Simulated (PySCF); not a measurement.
A PySCF script (with the pyscf-properties extension) for the NMR shieldings of tetraethylborate (CC[B-](CC)(CC)CC, [C₈H₂₀B]-), on a PBE0-D3(BJ)/def2-SVP geometry:

```python
import basis_set_exchange as bse
import numpy as np
from pyscf import gto, dft
from pyscf.prop import nmr

atoms = """
C     1.985489   -1.857746   -0.452967
C     1.154680   -0.723602   -1.044055
B    -0.011829   -0.082060   -0.055821
C    -0.766627    1.117570   -0.916543
C    -1.885661    1.862922   -0.197073
C     0.663275    0.525547    1.331194
C     1.719645    1.609797    1.146815
C    -1.097031   -1.247118    0.406834
C    -1.838903   -1.961357   -0.717725
H     2.759144   -2.258351   -1.138013
H     1.347858   -2.709676   -0.157999
H     2.507787   -1.534751    0.464858
H     0.684521   -1.080873   -1.983506
H     1.841050    0.084090   -1.372394
H    -1.172153    0.692451   -1.857877
H    -0.010410    1.855961   -1.254641
H    -1.515411    2.349899    0.722238
H    -2.369005    2.652712   -0.806047
H    -2.685481    1.172354    0.123451
H    -0.140036    0.921326    1.986436
H     1.107964   -0.305761    1.916576
H     2.571853    1.240743    0.549442
H     2.138594    2.000976    2.095376
H     1.312339    2.475907    0.595975
H    -0.576239   -2.006908    1.025554
H    -1.843547   -0.800129    1.095475
H    -2.557862   -2.729894   -0.370153
H    -1.136099   -2.468004   -1.402392
H    -2.409230   -1.247615   -1.337942
"""
names = dict.fromkeys(["C", "B", "H"], "pcSseg-1")
basis = {el: gto.basis.parse(bse.get_basis(n, elements=[el], fmt="nwchem")) for el, n in names.items()}
mol = gto.M(atom=atoms, basis=basis, charge=-1, verbose=0)
mf = dft.RKS(mol, xc="PBE0")
mf.grids.level = 2
mf.grids.alignment = dft.numint.BLKSIZE   # the property module wants whole blocks of grid points
mf.conv_tol = 1e-9
mf.kernel()

calc = nmr.RKS(mf)   # GIAO
C = mf.mo_coeff
Co = C[:, mf.mo_occ > 0]
resp = mf.gen_response(singlet=True, hermi=2)
def vind(x):   # induced exchange potential for any number of trial vectors
    d = np.einsum("pi,xij,qj->xpq", C, 2 * x.reshape(-1, C.shape[1], Co.shape[1]), Co, optimize=True)
    return np.einsum("xpq,pi,qj->xij", resp(d - d.transpose(0, 2, 1)), C, Co, optimize=True).ravel()
mo1, _ = nmr.rhf.solve_mo1(calc, with_cphf=vind)
sigma = calc.kernel(mo1)
for i, s in enumerate(sigma):   # ppm
    print("%2d %-2s %9.2f" % (i, mol.atom_pure_symbol(i), np.trace(s) / 3))
```

Q: What does it print?

A: 
```
 0 C     171.47
 1 C     167.44
 2 B     124.82
 3 C     167.55
 4 C     171.43
 5 C     167.47
 6 C     171.46
 7 C     167.48
 8 C     171.44
 9 H      30.72
10 H      30.58
11 H      30.57
12 H      31.49
13 H      31.49
14 H      31.49
15 H      31.49
16 H      30.57
17 H      30.72
18 H      30.57
19 H      31.48
20 H      31.50
21 H      30.58
22 H      30.72
23 H      30.57
24 H      31.50
25 H      31.48
26 H      30.72
27 H      30.57
28 H      30.57
```

These numbers come from an equivalent density-fitted implementation of the same equations, which agrees with the script to about 0.01 ppm for H and up to a few tenths of a ppm for heavy atoms, so last digits may differ.

Q: Turn these shieldings into chemical shifts. δ = σ(ref) − σ, references computed at the same level: TMS for 13C (σ = 184.41 ppm) and 1H (σ = 31.27 ppm); 11B (σ = 100.73 ppm) vs BF3·OEt2.

A: Averaging equivalent atoms: C 1/3/5/7: 16.9; C 0/4/6/8: 13.0; B 2: -24.1; H 9/10/11/16/17/18/21/22/23/26/27/28: 0.65; H 12/13/14/15/19/20/24/25: -0.22 ppm. 

Size and cost of the density-fitted run: 253 basis functions, 54 s wall time on 1 thread of an Arm Neoverse V2, shared host.
